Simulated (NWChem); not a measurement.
System: CH₇BP₂; SMILES PB(C)P

NWChem input:

```
start job
memory heap 200 mb stack 900 mb global 1100 mb
geometry units angstroms noautoz
  B      0.346141    -0.006841    -0.013918
  C      1.921599    -0.001303     0.079043
  H      2.348196    -0.924116     0.489988
  H      2.333398     0.849532     0.634873
  H      2.306107     0.085987    -0.950202
  P     -0.592783    -1.678092    -0.031720
  H      0.247902    -2.423892    -0.899418
  H     -1.633398    -1.428236    -0.962833
  P     -0.620318     1.629444     0.238117
  H     -1.657901     1.516628    -0.722596
  H      0.206755     2.519813    -0.496093
end
basis spherical
  B library 6-31+g*
  C library 6-31+g*
  H library 6-31+g*
  P library 6-31+g*
end
dft
  xc xcamb88 1.00 lyp 0.81 vwn_5 0.19 hfexch 1.00
  cam 0.33 cam_alpha 0.19 cam_beta 0.46
  iterations 150
end
tddft
  cis
  nroots 6
  notriplet
end
task tddft energy
```

Geometry: optimised at B3LYP/6-31G* (spherical d).

Vertical excitations in the gas phase.

Q: What results follow from this input? (CAM-B3LYP/6-31+G* (spherical d), TDA.) Quantities: basis functions; lowest excitation, singlet (eV); oscillator strength of that lowest state; lowest state with f > 0.02, singlet (eV); oscillator strength of that bright state; orbital gap (eV).

A: 
| Property | Result |
|---|---|
| number of basis functions | 94 |
| lowest excitation, singlet (eV) | 4.76 |
| oscillator strength of that lowest state | 0.168 |
| lowest state with f > 0.02, singlet (eV) | 4.76 |
| oscillator strength of that bright state | 0.168 |
| orbital gap (eV) | 7.86 |
